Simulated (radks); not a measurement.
Spherical quantum dot in the effective-mass picture: electrons in a parabolic well V = omega^2 r^2 / 2 with omega = 2.92, with a point charge +1 (a donor) at the centre, all in effective atomic units (hartree* = m*/eps^2 hartree, bohr* = eps/m* bohr), one dielectric constant everywhere. Method: non-relativistic Kohn-Sham, r2SCAN, spin-polarised, spherical densities, generalised Kohn-Sham scheme; computed with a radial shooting solver with Libxc functionals. Levels are named by radial order and angular momentum (1s, 1p, 1d, 2s, ...), and open shells are averaged over m. Results are scaled to m* = 0.129 and eps = 7.1, for which hartree* = 69.63 meV and bohr* = 2.913 nm.

N = 24, configuration 1s2 1p6 1d10 2s2 1f(up 4, down 0). This is the lowest configuration that the search found. Occupied and some empty levels:

| level | occupation | eigenvalue (meV) | <r> (nm) |
|---|---|---|---|
| 1s up | 1 | 1551.1 | 2.293 |
| 1s down | 1 | 1552.6 | 2.264 |
| 1p up | 3 | 1694.3 | 3.201 |
| 1p down | 3 | 1700.0 | 3.170 |
| 2s up | 1 | 1813.8 | 3.271 |
| 2s down | 1 | 1821.4 | 3.280 |
| 1d up | 5 | 1829.1 | 3.743 |
| 1d down | 5 | 1838.0 | 3.725 |
| 1f up | 4 | 1971.4 | 4.160 |
| 1f down | 0 | 1982.4 | 4.152 |
| 2p up | 0 | 1991.0 | 3.720 |
| 2p down | 0 | 1998.0 | 3.732 |
| 1g up | 0 | 2122.0 | 4.515 |
| 1g down | 0 | 2134.5 | 4.512 |
| 2d up | 0 | 2155.4 | 4.156 |
| 2d down | 0 | 2163.5 | 4.153 |

Energy (meV): total 28793.0, kinetic 5526.3, external 9791.5, Hartree 14877, exchange-correlation -1401.7.
